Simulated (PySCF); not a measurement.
Correlation energy of Ca (calcium, neutral)

[Ar] 4s1 4p1, high-spin 3P determinant (an excited configuration). All numbers are calculated (PySCF 2.14, no relativity, point nucleus, in def2-TZVPPD). Frozen: [Ne]; 10 electrons correlated.

MP2 pair energies summed by pair of shells (mhartree):

| pair | energy | share (%) |
| --- | --- | --- |
| 3p-3p | -134.68 | 77.1 |
| 3s-3p | -16.52 | 9.5 |
| 3p-4s | -10.02 | 5.7 |
| 3s-3s | -6.45 | 3.7 |
| 3p-4p | -4.48 | 2.6 |
| 4s-4p | -1.53 | 0.9 |
| 3s-4s | -0.66 | 0.4 |
| 3s-4p | -0.23 | 0.1 |

Total MP2 correlation energy: -174.57 mhartree.

Same-spin part -52.19 and opposite-spin part -122.38 mhartree; SCS-MP2 scales them by 1/3 and 6/5 to -164.25 mhartree.

This basis was not built for core-valence correlation, so the inner-shell part is incomplete.
